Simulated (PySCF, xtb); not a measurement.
C2H8AsB, SMILES CB(C)[AsH2].

Coordinates come from a PBE0-D3(BJ)/def2-SVP optimisation. The structure was generated by enumeration, and PubChem lists no compound with its InChIKey, so it may never have been made.

Computed with PySCF with IEF-PCM-PBE0/def2-SVP.

The values are the electrostatic part of the solvation free energy, E(continuum) − E(gas) at the gas-phase geometry, in a cavity of scaled van der Waals radii (PySCF's table); cavitation and dispersion terms are not included. In vacuum the orbital gap is 5.98 eV. The dipole moment in vacuum is 1.42 D.

Estimate the values in water (ε = 78.36), dimethylsulfoxide (ε = 46.83), diethylether (ε = 4.24). (The exact figures need the calculation; the answer reports its results.)


```csv
solvent,ε,ΔG(elec) (kcal/mol),dipole (D),gap (eV)
water,78.36,-1.4,1.91,6.15
dimethylsulfoxide,46.83,-1.4,1.90,6.14
diethylether,4.24,-1.0,1.74,6.09
```

For comparison, GFN2-xTB/ALPB(water) (xtb, at the GFN2-xTB geometry, all terms of that model) gives -1.2 kcal/mol.
